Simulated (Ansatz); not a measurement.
Gas-phase electronic energies from Ansatz, PBE0-D4/def2-TZVP geometries. CCSD(T)/CBS is the MP2 limit (def2-TZVPP, def2-QZVPP) plus CCSD(T) − MP2 in def2-TZVPP, frozen cores. DFT in def2-TZVPP. B3LYP here is the variant with VWN-RPA as its local correlation; programs differ in this. One conformer a species, not always the lowest.

Consider the ligand exchange at the Si–C bond: `C[SiH2]C[S][AlH2]` + `S[SiH](Cl)Cl` → `C[SiH2]S[SiH](Cl)Cl` + `C[S][AlH2]`.

```json
{"level": "B3LYP-D4", "ΔE (kJ/mol)": "-110.3", "difference from CCSD(T)/CBS": "-6.6"}
{"level": "ωB97M-V", "ΔE (kJ/mol)": "-101.9", "difference from CCSD(T)/CBS": "1.8"}
{"level": "PBE0", "ΔE (kJ/mol)": "-102.5", "difference from CCSD(T)/CBS": "1.2"}
{"level": "B3LYP", "ΔE (kJ/mol)": "-104.9", "difference from CCSD(T)/CBS": "-1.2"}
{"level": "MP2/def2-TZVPP", "ΔE (kJ/mol)": "-103.2", "difference from CCSD(T)/CBS": "0.5"}
{"level": "SCS-MP2/def2-TZVPP", "ΔE (kJ/mol)": "-103.3", "difference from CCSD(T)/CBS": "0.4"}
{"level": "CCSD(T)/def2-TZVPP", "ΔE (kJ/mol)": "-100.9", "difference from CCSD(T)/CBS": "2.8"}
{"level": "HF/def2-QZVPP", "ΔE (kJ/mol)": "-111.6", "difference from CCSD(T)/CBS": "-7.9"}
{"level": "SCS-MP2/def2-QZVPP", "ΔE (kJ/mol)": "-104.9", "difference from CCSD(T)/CBS": "-1.2"}
{"level": "MP2/CBS(def2)", "ΔE (kJ/mol)": "-106.1", "difference from CCSD(T)/CBS": "-2.4"}
{"level": "CCSD(T)/CBS", "ΔE (kJ/mol)": "-103.7", "difference from CCSD(T)/CBS": "0"}
```

Largest T1 diagnostic among the species: 0.011.

The D4 term adds −5.4 kJ/mol with B3LYP and −3.3 kJ/mol with PBE0; it sums over pairs of atoms, weighted by their polarisabilities, and B3LYP, whose exchange is more repulsive, gets the larger term. In def2-TZVPP, CCSD(T) changes the Hartree–Fock value by +11.4 kJ/mol (the triples alone add +0.1 kJ/mol) and MP2 by +9.0 kJ/mol.
